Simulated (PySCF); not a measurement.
# Dipole moment and polarisability of `COC[SiH2]S`

Species: C2H8OSSi.
Cartesian coordinates in Å at the GFN2-xTB level; atoms count from 1:
```xyz
13
C2H8OSSi angstrom
C     -1.8615    0.8697    0.3471
O     -0.5274    0.4723    0.5253
C     -0.1332   -0.5850   -0.3287
Si     1.6567   -0.9945    0.1803
S      2.7979    0.8089    0.0175
H     -2.5510    0.0410    0.5515
H     -2.0334    1.2257   -0.6766
H     -2.0479    1.6788    1.0511
H     -0.2215   -0.2772   -1.3802
H     -0.7936   -1.4509   -0.1923
H      1.6689   -1.4546    1.5642
H      2.2540   -1.9445   -0.7483
H      1.7876    1.6106    0.3141
```

Level: PBE0/def2-SVPD (PySCF), static field, nuclei fixed, core orbitals frozen in the response. The polarisability tensor in these axes (au):

```
x   88.88  1.07 -0.19
y    1.07 79.53  0.29
z   -0.19  0.29 67.91
```

Question: Give the principal values, the mean and the anisotropy Δα = √{½[(α1 − α2)² + (α2 − α3)² + (α1 − α3)²]}.

Answer: Principal values 67.90, 79.42 and 89.00 au; mean 78.77 au = 11.67 Å³ = 12.99 × 10⁻⁴⁰ C²·m²/J; Δα = 18.31 au (23 % of the mean).

Question: What is the dipole moment, and where does it point?

Answer: (-2.61, -0.78, -0.55) D, 2.78 D in size, pointing from the negative to the positive side. Measured along this direction, the outermost atoms are S5 at the negative end and H6 at the positive end.

Question: What depolarisation ratio follows for Rayleigh scattering of linearly polarised light, taking the static tensor?

Answer: ρ = 3Δα²/(45ᾱ² + 4Δα²) = 1005.3/(279228 + 1340.4) = 0.00358.

Question: Orientational against electronic polarisability at 273 K (dilute gas, rigid molecules)?

Answer: In Gaussian units μ²/3kT = 68.24 Å³ against 11.67 Å³, a ratio of 5.85; the Debye molar polarisation (4π/3)N_A(α + μ²/3kT) is 201.6 cm³/mol, leaving out the vibrational part.

Question: Refractivity n − 1 of an ideal gas of it at 273.15 K and 1 atm, from the electronic α?

Answer: N = p/kT = 2.6868 × 10¹⁹ cm⁻³, so n − 1 = 2π × N × 11.67 × 10⁻²⁴ cm³ = 1971 × 10⁻⁶ at long wavelengths, for an ideal gas.

The structure is a single GFN2-xTB conformer in the gas phase; no vibrational or solvent corrections.
